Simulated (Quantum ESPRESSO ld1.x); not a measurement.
The numbers below are computed, except where a source is named.
The cobalt ion Co+, configuration [Ar] 3d8. Level of theory: non-relativistic Kohn-Sham, PW91, spin-unpolarised, spherical densities, point nucleus (ld1.x of Quantum ESPRESSO 7.5). Some entries of the table are withheld. Estimate them.

| orbital | occ. | eigenvalue (hartree) | <r> (bohr) | <1/r> (bohr^-1) |
|---|---|---|---|---|
| 1s | 2 | -276.380 | 0.05691 | 26.51 |
| 2s | 2 | -32.5365 | 0.2587 | (1) |
| 2p | 6 | -28.2691 | 0.2262 | 5.664 |
| 3s | 2 | -3.78186 | 0.7875 | 1.794 |
| 3p | 6 | -2.51081 | 0.8278 | (2) |
| 3d | 8 | -0.45573 | 1.132 | 1.237 |

Answer. 
(1) 2s <1/r> (bohr^-1): 5.707
(2) 3p <1/r> (bohr^-1): 1.664
